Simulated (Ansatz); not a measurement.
C2H7FOSi, SMILES `C[SiH](F)CO`, relaxed with RKS PBE0-D4/def2-TZVP in Ansatz from a PBE-D4/def2-SVP geometry. The force threshold is 0.005 eV/Å; the program also tests the step.

Charge 0, multiplicity 1.

Start:

```xyz
12

C     1.527    0.821    0.702
Si   -0.037   -0.206    0.610
F    -1.292    0.658    1.267
C    -0.677   -0.543   -1.144
O    -2.021   -1.020   -1.069
H     1.780    1.074    1.752
H     2.384    0.259    0.276
H     1.420    1.767    0.135
H     0.070   -1.472    1.412
H    -0.071   -1.329   -1.645
H    -0.575    0.372   -1.784
H    -2.507   -0.381   -0.512
```

How much energy does the relaxation release, and in how many steps? (Best estimate.)

The calculation gave: 7.57 kJ/mol, in 8 steps.

Which bonds change most? (Estimate.)

Ansatz gave: Si2–F3 from 1.659 to 1.613 Å; C4–H11 from 1.122 to 1.101 Å; Si2–C4 from 1.897 to 1.879 Å; Si2–H9 from 1.503 to 1.485 Å.

Give the relaxed structure. (Estimate.)

Ansatz gave: 
```xyz
12

C     1.521    0.801    0.684
Si   -0.060   -0.167    0.634
F    -1.237    0.703    1.314
C    -0.668   -0.513   -1.109
O    -1.982   -1.058   -1.111
H     1.805    1.031    1.714
H     2.335    0.224    0.234
H     1.428    1.741    0.136
H     0.038   -1.423    1.420
H    -0.021   -1.254   -1.590
H    -0.609    0.394   -1.731
H    -2.549   -0.478   -0.595
```
